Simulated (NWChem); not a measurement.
System: C$_{3}$H$_{3}$NS; SMILES c1scnc1

```xyz
8

C     -0.6906    -1.2356     0.0000
C     -1.2174     0.0280     0.0000
S      0.0541     1.1803     0.0000
C      1.1933    -0.1222     0.0000
N      0.6716    -1.3091     0.0000
H     -1.2828    -2.1527     0.0000
H     -2.2634     0.3299     0.0000
H      2.2673     0.0795     0.0000
```
Atoms are numbered in this order, from 1.

Program: NWChem. Geometry: optimised at PBE0/def2-SVP. B3LYP is NWChem's, with the RPA form of VWN correlation. Ions are spin-unrestricted doublets at the neutral geometry; other ion states weren't tried.

Problem. Among these, which level gives the highest value of “−ε(HOMO) (eV)”?
A. LDA (Slater exchange, VWN5)/def2-SVP
B. PBE0/def2-SVP
C. B3LYP/def2-SVP
D. CAM-B3LYP/def2-SVP

Solution. D, CAM-B3LYP/def2-SVP. Values: LDA (Slater exchange, VWN5)/def2-SVP 6.37; B3LYP/def2-SVP 7.04; PBE0/def2-SVP 7.34; CAM-B3LYP/def2-SVP 8.53
